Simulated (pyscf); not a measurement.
Optimised with ωB97X-D3(BJ)/def2-SVP in PySCF. MP2 and CC: frozen core, UHF for open shells. ΔMP2 is the change of the MP2 total energy from the triple- to the quadruple-zeta basis.

Problem. PBE/def2-TZVP puts the barrier of `[CH]1=[CH][GeH2]1` → `[CH2]=[CH][GeH]` [singlet] (rearrangement; singlet surface; Ge–H, C–Ge broken, C–H formed) at 65.5 kJ/mol and the reaction energy at -65.3 kJ/mol, from the reactant's lowest minimum found. What do r²SCAN/def2-TZVP, M06-2X/def2-TZVP, CCSD(T)/def2-TZVPP + ΔMP2(QZVPP) give on the same structures?

Solution. r²SCAN: ΔE‡ = 78.4 kJ/mol, ΔE = -55.2 kJ/mol; M06-2X: ΔE‡ = 91.5 kJ/mol, ΔE = -64.4 kJ/mol; CCSD(T): ΔE‡ = 90.2 kJ/mol, ΔE = -61.0 kJ/mol. PBE's barrier lies under all of them, by 12.8 to 25.9 kJ/mol. Its reaction energy matches one of them and lies within 10.1 kJ/mol of the others. One saddle was located; it need not be the lowest between these sides. The CCSD(T) − MP2 part came from Ansatz, without density fitting, on the same reference. The frozen core leaves the outer d or s,p core shells of the metals and heavy elements correlated in the MP2 and CC values, and def2-TZVPP describes them poorly, which can shift differences by a few kcal/mol. Elements up to Kr have no core potential and no relativistic terms here.
